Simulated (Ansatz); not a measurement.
A run for Ansatz (a program for electronic structure): R-B3LYP-D3(BJ)/def2-TZVP on H2 (SMILES [H][H]).

Ansatz 0.2 input:
```yaml
crystal:
  periodic: [false, false, false]
  atoms:
    - {symbol: H, position_ang: [0.00000000, 0.00000000, 0.36860000]}
    - {symbol: H, position_ang: [0.00000000, 0.00000000, -0.36860000]}
basis:
  gaussian:
    orbitals: def2-TZVP
hamiltonian:
  xc: b3lyp
  dispersion: d3bj
relax: {f_tol: 0.004, max_steps: 120}
scf: {lower_state_search: off}
```

**Question.** Give the final energy of this run.

**Answer.** -1.1798 hartree.
